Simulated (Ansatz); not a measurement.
Total energies of F₃H₂InSe (`[F][In-]([F])([F])[SeH2+]`).

Cartesian coordinates in Å:
```
F -1.5236 -0.1002 -2.2199
In -0.4316 -0.7099 -0.7415
F -1.3113 -1.5336 0.7868
F 1.4092 -1.2322 -1.0970
Se 0.2780 1.5920 0.6554
H -0.0790 0.8981 1.9028
H 1.6583 1.0858 0.7133
```

The species carries charge 0 and has multiplicity 1. Correlated methods include outer-core shells of In, Se, which these sets cover unevenly. Scalar relativity is left out up to krypton. In: def2 effective core potential. Geometry: relaxed with PBE0-D4/def2-TZVP. It is one conformer, not always the lowest. Basis def2-TZVPP, Ansatz 0.2.0.

RPA on PBE orbitals: Hartree–Fock energy of these orbitals -2888.67242 Eh, correlation -1.95788 Eh (frozen core).

```
             functional  energy without D4 (Eh)  D4 term (kJ/mol)
            LDA (SPW92)             -2887.00473                 –
                    PBE             -2892.01633             -14.5
                 revPBE             -2892.40430             -34.5
                   BLYP             -2892.63147             -30.3
                 r2SCAN             -2892.59945              -3.4
                 B97M-V             -2892.11484                 –
                   PBE0             -2892.08449             -12.5
                  B3LYP             -2892.76110             -23.7
                r2SCANh             -2892.56295              -3.7
                r2SCAN0             -2892.51061              -4.2
HSE06 (plane-wave form)             -2892.07402             -11.9
                  BHLYP             -2892.45167             -21.8
              CAM-B3LYP             -2892.69708             -13.1
                LC-ωPBE             -2892.20584                 –
                ωB97X-V             -2892.31604                 –
                ωB97M-V             -2892.39673                 –
                 B2PLYP             -2891.91110                 –
               PBE-QIDH             -2891.53223                 –
```

B3LYP takes the VWN-RPA correlation (the form of Gaussian; ORCA's B3LYP/G). HSE06 is the plane-wave form, built on full-range PBE exchange. The double hybrids freeze the cores in their second-order part.

LC-ωPBE has ω = 0.4 bohr⁻¹.
